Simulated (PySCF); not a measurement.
## Spin states of NaBi⁺

Unrestricted PBE0; PySCF, scalar-relativistic core potentials, basis sets Na def2-SVPD, Bi def2-SVPD with ECP60. Outer shells of the fragments: Na+ closed shells only; Bi 5d10 6s2 6p3.

Followed along the bond (rough minima from three points):

```
2Ms+1   unpaired  ⟨S²⟩ at the start  R at minimum (Å)  Te (eV)
    4  σ ↑, π ↑↑               3.75              3.44     0.00
    2  σ ↓, π ↑↑               1.76              3.51     0.62
    2  σ ↑, π ↑↓               1.76              3.47     0.65
    2        π ↑               0.75              3.25     0.83
    2        σ ↑               0.75  none in the scan   ≤ 1.58
```

Solutions found at the starting distance of 3.135 Å, counted from the lowest of them; the search is not exhaustive and high or unbound solutions are not listed, so other states can lie among these:

| 2Ms+1 | unpaired | term | E (eV) | ⟨S²⟩ | ⟨Lz²⟩ | μ (D) |
| --- | --- | --- | --- | --- | --- | --- |
| 4 | σ ↑, π ↑↑ | ⁴Σ⁻ | 0.00 | 3.75 | 0.00 | -10.31 |
| 2 | σ ↓, π ↑↑ | mixed | 0.64 | 1.76 | 0.00 | -10.11 |
| 2 | σ ↑, π ↑↓ | mixed | 0.66 | 1.76 | 2.01 | -10.19 |
| 2 | π ↑ | ²Π | 0.81 | 0.75 | 1.00 | -9.18 |
| 2 | σ ↑ | mixed | 1.58 | 0.75 | 2.00 | -10.09 |
| 2 | π ↑ | ²Π | 2.33 | 0.75 | 1.01 | -10.91 |
| 4 | σ ↑↑, π ↑ | ⁴Π | 4.49 | 3.75 | 1.00 | -0.84 |
| 4 | σ ↑, π ↑↑ | mixed | 6.09 | 3.75 | 2.00 | -1.44 |
| 4 | π ↑↑↑ | ⁴Π | 6.57 | 3.75 | 1.00 | -1.55 |
| 4 | π ↑↑, δ ↑ | ⁴Δ | 8.48 | 3.75 | 4.00 | -11.30 |

A term symbol is given only where ⟨S²⟩ and ⟨Lz²⟩ are close to those of a pure state; real π, δ and φ orbitals otherwise mix terms. A positive dipole points towards Bi; it is taken about the centre of mass and depends on that origin.

These are scalar-relativistic numbers at best; spin–orbit coupling would shift them, the dissociation energy most. Counting both spins, an empty level lies below a filled one in some of these solutions, because spin and occupation are held.
